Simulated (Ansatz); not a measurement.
A single point on B$_{2}$GeH$_{6}$ (`B[BH][GeH3]`).

```yaml
crystal:
  periodic: [false, false, false]
  atoms:
    - {symbol: B, position_ang: [-0.784091, 0.762999, -1.326254]}
    - {symbol: B, position_ang: [0.262526, 0.907893, -0.119572]}
    - {symbol: Ge, position_ang: [0.465255, -0.864951, 0.953574]}
    - {symbol: H, position_ang: [-0.451152, 0.349812, -2.403430]}
    - {symbol: H, position_ang: [-1.962074, 0.928194, -1.161888]}
    - {symbol: H, position_ang: [0.930918, 1.817081, 0.270220]}
    - {symbol: H, position_ang: [1.937429, -1.314893, 0.900232]}
    - {symbol: H, position_ang: [-0.403779, -2.027696, 0.444330]}
    - {symbol: H, position_ang: [0.093568, -0.604738, 2.425489]}
basis:
  gaussian: {orbitals: def2-QZVPP}
correlation: {method: mp2}
```

```sh
$ ansatz run in.yaml --threads 2 --pin off --events-out ev --progress --plain --max-ram 4352MiB
```

Output, abridged:

```
Functional definition: HF
2332 factors; integrals over basis functions are off by at most 1.0e-3 eV
mean field evaluation 1: about -57909.9442 eV, gradient 2.0e1 eV
mean field evaluation 2: about -57910.0038 eV, gradient 2.0e1 eV
mean field evaluation 4: about -57911.9031 eV, gradient 3.6e0 eV
mean field evaluation 8: about -57911.9362 eV, gradient 2.3e-1 eV
mean field -57911.93686437 eV, -2128.2244256448 hartree, gradient 4.3e-6 eV, S^2 0.000000; 0 other end points of the search recorded, 0 dependent functions left out
11 core orbitals not correlated: weight in the atoms' cores, before any rotation towards them, 1.000 or more for the frozen orbitals, at most 0.000 for the correlated occupied ones
reference -57911.93686437 eV, -2128.2244256448 hartree; 13, 13 occupied and 359, 359 virtual orbitals, 2332 factors
second order -20.18559659 eV of doubles, -0.00000000 eV of singles
Total energy: -57932.12246096 eV, -2128.9662326374 hartree
```

It took 17 s on 2 threads of an AMD EPYC 7B13 on a shared host, with 1.7 GiB of host memory at the peak.
